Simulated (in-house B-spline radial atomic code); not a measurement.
Computed with a B-spline radial atomic code. Model: two electrons, singlet ground state, non-relativistic, full CI in B-splines with partial waves to l = 8 (at full coupling up to 3e-4 hartree above the limit, correlation up to 0.6 % small), density held at that of full coupling by Lieb maximisation.

W(λ) is the mean repulsion in the state of coupling λ less the Hartree energy of the fixed density. Its start is exact exchange, its initial slope is twice the second-order Görling-Levy correlation energy, and its area from 0 to 1 is E_xc. A straight curve means weak, dynamic correlation, and a curve that drops fast and flattens means strong correlation.

Command:
```bash
python run_ac.py task.json out
```
Settings (lengths in bohr, energies in hartree):
```
potential              coulomb
strength               1.4
lmax                   8
```

Run time, properties included: 26 s on 1 thread of Intel(R) Xeon(R) Processor @ 2.30GHz (shared host).

**W = mean repulsion less Hartree energy, and W of three functionals.**

Given: confinement point charge; nuclear charge 1.4; external potential -Z/r.

Computed: LDA exchange minus exact 86.265 millihartree; SCAN exchange minus exact -6.4374 millihartree.

```tsv
coupling	W xc (hartree)	W xc minus exchange (millihartree)	kinetic minus Kohn-Sham (millihartree)	LDA (PW92) W minus its exchange (millihartree)	PBE W minus its exchange (millihartree)	SCAN W minus its exchange (millihartree)
0	-0.64606	0	0	0	0	0
0.02	-0.64807	-2.007	0.02	-10.72	-1.66	-1.8
0.05	-0.65102	-4.962	0.12	-21.51	-4.19	-4.4
0.12	-0.65767	-11.615	0.69	-40.18	-10.08	-10.15
0.25	?	?	?	?	?	?
0.4	-0.68127	-35.208	6.72	-87.29	-32.07	-30.15
0.6	?	?	?	?	?	?
0.8	-0.70829	-62.231	22.7	-129.02	-58.4	-53
1	-0.71953	-73.468	32.8	-144.78	-69.67	-62.65
1.4	-0.73855	-92.489	55.48	-170.38	-89.22	-79.33
2	-0.76067	-114.61	92.77	-199.44	-112.93	-99.46
3	-0.78666	-140.6	156.85	-233.84	-142.59	-124.42
4.5	-0.8116	-165.54	248.9	-268.37	-173.64	-149.88
```

**Question.** What belongs in the row 0.25?

**Answer.** W xc (hartree): -0.66919; W xc minus exchange (millihartree): -23.131; kinetic minus Kohn-Sham (millihartree): 2.81; LDA (PW92) W minus its exchange (millihartree): -65.33; PBE W minus its exchange (millihartree): -20.66; SCAN W minus its exchange (millihartree): -19.96.

**Question.** What belongs in the row 0.6?

**Answer.** W xc (hartree): -0.69562; W xc minus exchange (millihartree): -49.566; kinetic minus Kohn-Sham (millihartree): 13.86; LDA (PW92) W minus its exchange (millihartree): -110.34; PBE W minus its exchange (millihartree): -45.93; SCAN W minus its exchange (millihartree): -42.25.

**Question.** What is the PBE exchange minus exact?

**Answer.** 1.6802 millihartree.

**Energy parts, natural occupations and partial-wave weights.**

Computed: total energy -1.2375 hartree; exchange energy -0.64606 hartree; correlation energy -0.040673 hartree; initial slope twice GL2 -0.10105 hartree; kinetic part over minus potential part 0.44639; Kohn-Sham kinetic 1.2046 hartree; Lieb Oxford ratio E_xc over LDA exchange 1.2268.

```csv
natural,occupation of the shell (electrons)
s,1.9621
s,0.021621
p,0.014876
d,?
p,0.00041076
s,0.00025253
```

**Question.** What belongs in the row d?

**Answer.** occupation of the shell (electrons): 0.00052185.

| wave | weight |
| --- | --- |
| s | 0.992 |
| p | 0.0076614 |
| d | 0.00029017 |
| f | ? |
| g | 8.3295e-06 |

**Question.** What belongs in the row f?

**Answer.** weight: 3.7419e-05.

**Question.** What is the kinetic part of the DFT correlation energy?

**Answer.** 0.032795 hartree.

**Question.** What is the Hartree energy?

**Answer.** 1.2921 hartree.

Half-way to full coupling W has made 58 % of its drop, against 50 % for a straight line, and second-order (GL2) theory, half the initial slope, overshoots the correlation energy by about 24 %: a moderate bend, as in light atoms. Over couplings 0 to 1 the errors in E_xc come to about +35 millihartree for LDA, +4.6 millihartree for PBE, -0.5 millihartree for SCAN, so SCAN is nearest. In LDA and SCAN the errors of exchange and correlation have opposite signs, so the sum is smaller than the larger of the two.
